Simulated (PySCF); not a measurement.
**Bi²⁺ (bismuth, charge +2): UHF calculation**

Configuration: [Xe] 4f14 5d10 6s2 6p1, 2P determinant. All numbers are calculated (PySCF 2.14, a scalar-relativistic core potential, in def2-QZVPPD with the def2 core potential (60 electrons) (8s6p5d4f1g, 88 functions)).

```
Total energy                                                  : -212.730473 hartree
One-electron energy                                           : -358.3761 hartree
Hartree (Coulomb) energy                                      : 161.2983 hartree
Exchange energy                                               : -15.6527 hartree
⟨S²⟩                                                          : 0.7562
⟨L²⟩                                                          : 2.019
Sum of ⟨r⟩                                                    : 26.82 bohr
Sum of ⟨r²⟩                                                   : 43.02 bohr²
Traceless quadrupole moment −½Σ⟨3z² − r²⟩ along its main axis : -3.22 e·bohr²
```

| shell | electrons | mean orbital energy (hartree) | spread (hartree) | rms radius, mean of both spins (bohr) |
| --- | --- | --- | --- | --- |
| 5s α | 1 | -7.33675 | 0 | 0.899 |
| 5s β | 1 | -7.33069 | 0 | 0.899 |
| 5p α | 3 | -4.91200 | 0.00612 | 1.02 |
| 5p β | 3 | -4.90738 | 0.02277 | 1.02 |
| 5d α | 5 | -1.96260 | 0.01523 | 1.31 |
| 5d β | 5 | -1.95618 | 0.02749 | 1.31 |
| 6s α | 1 | -1.29359 | 0 | 2.25 |
| 6s β | 1 | -1.21415 | 0 | 2.25 |
| 6p α | 1 | -0.85765 | 0 | 2.81 |

Energies and moments cover only the electrons outside the core potential. Spin-orbit coupling, absent here, splits the open shell strongly.
